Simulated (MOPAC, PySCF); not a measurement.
CH$_{5}$BSi, SMILES `B1C[SiH2]1`, neutral singlet in the gas phase. 

Cartesian coordinates (Å):
```xyz
8

B     -0.8911     0.7582     0.1411
C     -0.6690    -0.7051     0.0166
Si     0.9934     0.4841     0.0900
H     -1.6975     1.4809    -0.3436
H     -0.1719    -1.3302     0.7615
H     -1.2055    -1.3231    -0.7027
H      1.8381     0.8384    -1.0819
H      1.8034    -0.2032     1.1190
```
Charge 0, spin multiplicity 1.

All levels are single points at this geometry (r2SCAN-D4/def2-TZVP); Pople sets use spherical d functions. Orbital energies aren't observables, and empty levels follow the basis.

PBE/6-31G* in PySCF gives HOMO (eV) = -5.77.

**Question.** Estimate the HOMO (eV) from each of these levels: r2SCAN-D4/def2-TZVP in PySCF; B3LYP/3-21G in PySCF; SVWN5/6-31G* in PySCF; HF/3-21G in PySCF; HF/6-31G* in PySCF; HF/STO-3G in PySCF; PM6 in MOPAC; PM7 in MOPAC.

**Answer.** 
```tsv
level	HOMO (eV)
r2SCAN-D4/def2-TZVP in PySCF	-6.11
B3LYP/3-21G in PySCF	-6.76
SVWN5/6-31G* in PySCF	-5.85
HF/3-21G in PySCF	-9.13
HF/6-31G* in PySCF	-8.99
HF/STO-3G in PySCF	-6.55
PM6 in MOPAC	-8.20
PM7 in MOPAC	-9.47
```
